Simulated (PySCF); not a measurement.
# Computed vibrations of [Hg(H2O)]2+

[Hg(H2O)]2+ (singlet). PySCF 2.14.0, RKS PBE0, Hg def2-SVP with ECP60, O def2-SVP, H def2-SVP; non-relativistic Hamiltonian with scalar-relativistic core potentials where named; density fitting; no spin-orbit coupling. Central differences of gradients.

```xyz
4

Hg    0.0000    0.0017   -0.1765
O     0.0000    0.0081    1.9220
H     0.8078   -0.2367    2.4343
H    -0.8078   -0.2367    2.4343
```

Run from Python with OMP_NUM_THREADS=2. Where DIIS fails, smearing, a level shift and second-order steps follow.
It took 9.7 s on 2 threads of Arm Neoverse V1, with other jobs on the host.

Q: What are the harmonic wavenumbers and infrared intensities?

A: Modes are labelled in Cs; negative numbers are unstable modes, those under 60 cm⁻¹ near the noise; a finer grid moves soft modes by up to 10 cm⁻¹.
```tsv
cm⁻¹	km/mol	symmetry
362	210.1	a'
476	99.2	a'
811	48.0	a''
1579	48.6	a'
3552	654.3	a'
3641	565.3	a''
```

Q: Is this a minimum?

A: Yes. Ideal gas at 298.15 K and 1 bar: S = 270.9 J/(mol K), Cp = 48.1 J/(mol K), H − H(0 K) = 11.7 kJ/mol (rigid rotor, harmonic modes, spin degeneracy alone).
